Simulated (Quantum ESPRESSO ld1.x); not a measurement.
Values are calculated unless marked as measured or tabulated.
Task: Species: Ta LIX. Configuration: [Ne] 3s2 3p3. Code: ld1.x of Quantum ESPRESSO 7.5. Model: scalar-relativistic Kohn-Sham, LDA (Slater exchange, Perdew-Zunger correlation), spin-polarised, spherical densities, point nucleus; open shells are filled with parallel spins first. Some entries of the table are withheld. Estimate them.

| orbital | occ. | eigenvalue (hartree) | <r^2> (bohr^2) |
|---|---|---|---|
| 1s up | 1 | -2640.83 | 0.0004787 |
| 1s down | 1 | -2640.39 | 0.0004787 |
| 2s up | 1 | -585.318 | 0.007208 |
| 2s down | 1 | -584.937 | 0.007200 |
| 2p up | 3 | -534.135 | 0.005903 |
| 2p down | 3 | -533.671 | 0.005899 |
| 3s up | 1 | (1) | (2) |
| 3s down | 1 | (3) | (4) |
| 3p up | 3 | -219.264 | 0.03965 |
| 3p down | 0 | -218.058 | 0.03974 |

Result: 
(1) 3s up eigenvalue (hartree): -234.456
(2) 3s up <r^2> (bohr^2): 0.04064
(3) 3s down eigenvalue (hartree): -233.254
(4) 3s down <r^2> (bohr^2): 0.04073
